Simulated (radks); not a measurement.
Question: All-electron atom: Er50+ in [Ne] 3s2 3p5 4f1 (not the ground configuration). All-electron calculation, Dirac Kohn-Sham, PBE, spin-unpolarised, spherical densities, finite nucleus; open shells fill j = l - 1/2 first; Fermi nuclear charge, rms radius 5.2516 fm. Program: a radial shooting solver on a logarithmic mesh with Libxc functionals. Some entries of the table are withheld. Estimate them.

orbital  occ.  eigenvalue (Ry)  <1/r> (bohr^-1)  r(max) (bohr)
1s1/2       2        -4465.842            77.55            (1)
2s1/2       2        -953.5791            18.85        0.07308
2p1/2       2        -922.7767            18.77        0.05486
2p3/2       4        -854.0868            16.31        0.06098
3s1/2       2        -368.6777            7.492         0.1977
3p1/2       2        -357.0012              (2)            (3)
3p3/2       3        -339.5723              (4)            (5)
4f5/2       1        -165.6508            3.389            (6)
4f7/2       0        -165.0365            3.364            (7)

Answer: 
(1) 1s1/2 r(max) (bohr): 0.01286
(2) 3p1/2 <1/r> (bohr^-1): 7.420
(3) 3p1/2 r(max) (bohr): 0.1845
(4) 3p3/2 <1/r> (bohr^-1): 6.764
(5) 3p3/2 r(max) (bohr): 0.1956
(6) 4f5/2 r(max) (bohr): 0.2951
(7) 4f7/2 r(max) (bohr): 0.2970
